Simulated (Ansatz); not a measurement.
A calculation with Ansatz (development build ahead of 0.2.0).

```yaml
crystal:
  periodic: [false, false, false]
  atoms:
    - { symbol: B, position_ang: [0.0, 0.0, 0.0] }
    - { symbol: Cl, position_ang: [1.6884, 0.0, 0.6145] }
    - { symbol: Cl, position_ang: [-0.8442, 1.4622, 0.6145] }
    - { symbol: Cl, position_ang: [-0.8442, -1.4622, 0.6145] }
basis:
  gaussian: { orbitals: pcseg-2 }
magnetization:
  spin_polarized: true
  initial_magnetization: 2
hamiltonian:
  xc: { name: wB97X }
```

The input is written out in the form of the current development build from the run's settings.

Output:

```yaml
Converged: yes
Total_energy: -1405.43448 hartree
Spin_squared_of_the_determinant: 2.009
Stability_test: minimum
```

Caution: other spin multiplicities may lie lower.
